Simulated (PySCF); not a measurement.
`O=[S@@]1[C@H](CC)C[C@H]1F`, C5H9FOS

Molfile (atoms numbered from 1):
```
C5H9FOS
     RDKit          3D

 17 17  0  0  0  0  0  0  0  0999 V2000
    2.2902    0.2630   -0.0636 C   0  0  0  0  0  0  0  0  0  0  0  0
    0.9587   -0.4561   -0.2439 C   0  0  0  0  0  0  0  0  0  0  0  0
    0.0216   -0.1805    0.9131 C   0  0  2  0  0  0  0  0  0  0  0  0
   -1.3358   -0.8847    0.8564 C   0  0  0  0  0  0  0  0  0  0  0  0
   -2.1348    0.2902    0.3146 C   0  0  1  0  0  0  0  0  0  0  0  0
   -3.3313    0.5023    0.9325 F   0  0  0  0  0  0  0  0  0  0  0  0
   -0.7823    1.5234    0.7704 S   0  0  0  0  0  4  0  0  0  0  0  0
   -0.3442    2.1688   -0.4603 O   0  0  0  0  0  0  0  0  0  0  0  0
    2.1296    1.3372   -0.0275 H   0  0  0  0  0  0  0  0  0  0  0  0
    2.7771   -0.0501    0.8578 H   0  0  0  0  0  0  0  0  0  0  0  0
    2.9528    0.0431   -0.8965 H   0  0  0  0  0  0  0  0  0  0  0  0
    1.1231   -1.5345   -0.3246 H   0  0  0  0  0  0  0  0  0  0  0  0
    0.4924   -0.1129   -1.1701 H   0  0  0  0  0  0  0  0  0  0  0  0
    0.5366   -0.2760    1.8681 H   0  0  0  0  0  0  0  0  0  0  0  0
   -1.6996   -1.1487    1.8493 H   0  0  0  0  0  0  0  0  0  0  0  0
   -1.3601   -1.7758    0.2281 H   0  0  0  0  0  0  0  0  0  0  0  0
   -2.3011    0.3034   -0.7642 H   0  0  0  0  0  0  0  0  0  0  0  0
  1  2  1  0
  2  3  1  0
  3  4  1  0
  4  5  1  0
  5  6  1  0
  7  5  1  6
  7  8  2  0
  7  3  1  0
  1  9  1  0
  1 10  1  0
  1 11  1  0
  2 12  1  0
  2 13  1  0
  3 14  1  1
  4 15  1  0
  4 16  1  0
  5 17  1  6
M  END
```

Method used: TDDFT BHandHLYP/def2-SVPD circular dichroism and optical rotation, one conformer, gas phase (PySCF 2.14.0). Geometry: GFN2-xTB.

The molecule is flexible and this is one conformer; a measurement averages over conformers. States above about 8.2 eV (minus the energy of the highest occupied orbital) lie near or above the ionisation threshold and depend on the basis.

Question: Assign R or S to each stereocentre.

Answer: C3 R, C5 S, S7 R.

Question: Which excitations and rotatory strengths does the calculation give?

Answer: Rotatory strengths R in 10⁻⁴⁰ esu² cm², velocity form and length form (origin at the centre of mass); f in length form.
| state | E (eV) | λ (nm) | f | R (velocity) | R (length) | main |
| --- | --- | --- | --- | --- | --- | --- |
| 1 | 5.43 | 228 | 0.027 | -7.6 | -12.2 | HOMO→LUMO 0.87 |
| 2 | 6.02 | 206 | 0.012 | +36.8 | +40.2 | HOMO→LUMO+2 0.48, HOMO→LUMO+1 0.24 |
| 3 | 6.64 | 187 | 0.015 | +6.0 | +8.0 | HOMO−1→LUMO 0.71 |
| 4 | 7.02 | 177 | 0.056 | +20.7 | +21.7 | HOMO→LUMO+1 0.43, HOMO→LUMO+2 0.22 |
| 5 | 7.19 | 173 | 0.032 | -43.3 | -45.6 | HOMO−1→LUMO+2 0.34, HOMO−1→LUMO+1 0.15 |
| 6 | 7.35 | 169 | 0.022 | +4.4 | +6.0 | HOMO→LUMO+4 0.36, HOMO→LUMO+3 0.35 |
| 7 | 7.55 | 164 | 0.018 | -6.8 | -7.3 | HOMO→LUMO+3 0.39, HOMO→LUMO+4 0.18 |
| 8 | 8.08 | 154 | 0.004 | +3.8 | +3.3 | HOMO−1→LUMO+1 0.44, HOMO−1→LUMO+2 0.28 |
| 9 | 8.17 | 152 | 0.003 | -4.8 | -4.2 | HOMO→LUMO+5 0.23, HOMO→LUMO+6 0.17 |
| 10 | 8.20 | 151 | 0.017 | -5.2 | -4.1 | HOMO→LUMO+5 0.35, HOMO−1→LUMO+4 0.28 |
| 11 | 8.32 | 149 | 0.019 | +2.5 | +0.8 | HOMO→LUMO+7 0.42, HOMO−1→LUMO+3 0.34 |
| 12 | 8.39 | 148 | 0.058 | -18.0 | -17.0 | HOMO→LUMO+6 0.27, HOMO−1→LUMO+4 0.20 |

Among the states computed, the strongest CD band (largest |R|) is state 5. The largest dissymmetry factor in size, g = 4R/(D+G), with D and G the electric and magnetic dipole strengths, is +0.021 for state 2 (velocity form, f = 0.016), among bands with |R| over 0.5. The mirror image has the same energies and oscillator strengths and all R with the opposite sign.
